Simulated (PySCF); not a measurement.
# A small calculation by hand: chemical shift, span and skew from a shielding tensor

Si(H)(F)(Me)(NH2) (CH₆FNSi), SMILES F[SiH](C)N. Atoms are numbered in the order given.

```xyz
10

Si    -0.1478    -0.3070    -0.1202
C      1.3719     0.3559    -0.9737
N     -1.3973     0.8700    -0.1603
F      0.3079    -0.7036     1.4058
H     -0.6828    -1.5598    -0.7109
H      1.1714     0.5578    -2.0376
H      1.7038     1.2963    -0.5029
H      2.2049    -0.3614    -0.9057
H     -1.2003     1.8434     0.0526
H     -2.3488     0.6278     0.0988
```

The structure is a stationary point at B3LYP-D3(BJ)/def2-SVP. The values are those of a single conformer.

GIAO shieldings from B3LYP/pcSseg-1 run with PySCF, non-relativistic, no solvent. The symmetric part of the tensor of F4 has the principal values 249.3, 322.9, 368.6 ppm. The same nucleus in CFCl3 has σ = 161.7 ppm at this level (PySCF, at its B3LYP-D3(BJ)/def2-TZVP geometry).

Q: Work out the isotropic shielding, the ¹⁹F shift against CFCl3, the span and the skew.

A: 
σ(iso) = (σ11 + σ22 + σ33)/3 = 313.6 ppm. δ = σ(ref) − σ(iso) = 161.7 − (313.6) = -151.9 ppm.
Span Ω = σ33 − σ11 = 119.3 ppm. Skew κ = 3(σ(iso) − σ22)/Ω = -0.23. Tumbling in solution averages the tensor to δ; in a static solid the shielding alone would spread this spin-1/2 line over Ω.
